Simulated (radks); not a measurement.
The numbers below are computed, except where a source is named.
Species: a nucleus of charge 15.5 with 15 electrons. Configuration: [Ne] 3s2 3p3.

Level of theory: scalar-relativistic Kohn-Sham, LDA (Slater exchange, Perdew-Wang correlation), spin-polarised, spherical densities, finite nucleus; open shells are filled with parallel spins first; Fermi nuclear charge, rms radius 3.1889 fm (a radial shooting solver on a logarithmic mesh with Libxc functionals).

Energy parts (eV):
part                      energy
total                 -10029.475
kinetic                10056.231
electron-nucleus      -23877.272
Hartree                 4416.105
exchange-correlation    -624.539

Orbitals (lengths in bohr, moments of r in powers of bohr):
\begin{tabular}{lrrr}
orbital & occ. & eigenvalue (eV) & <r> \\ \hline
1s up & 1 & -2238.783 & 0.1004 \\
1s down & 1 & -2238.358 & 0.1004 \\
2s up & 1 & -196.6616 & 0.5009 \\
2s down & 1 & -196.1802 & 0.5004 \\
2p up & 3 & -145.2890 & 0.4641 \\
2p down & 3 & -144.6896 & 0.4634 \\
3s up & 1 & -21.2647 & 1.748 \\
3s down & 1 & -18.5100 & 1.773 \\
3p up & 3 & -11.6074 & 2.068 \\
3p down & 0 & -9.1082 & 2.170 \\
\end{tabular}

The highest occupied level is 3p up at -11.607 eV. Spin moment in Bohr magnetons: 3. The spin density at the nucleus is -0.1277 e/bohr^3 (1s -0.2428, 2s -0.0167, 3s 0.1318). The electron density at the nucleus is 2643 e/bohr^3 (large components only). The density falls to 0.001 e/bohr^3 at r = 3.94 bohr. Summed over all electrons, <r^2> = 24.64 bohr^2, which gives a Langevin (diamagnetic) susceptibility term of -19.5 x 10^-6 cm^3/mol.
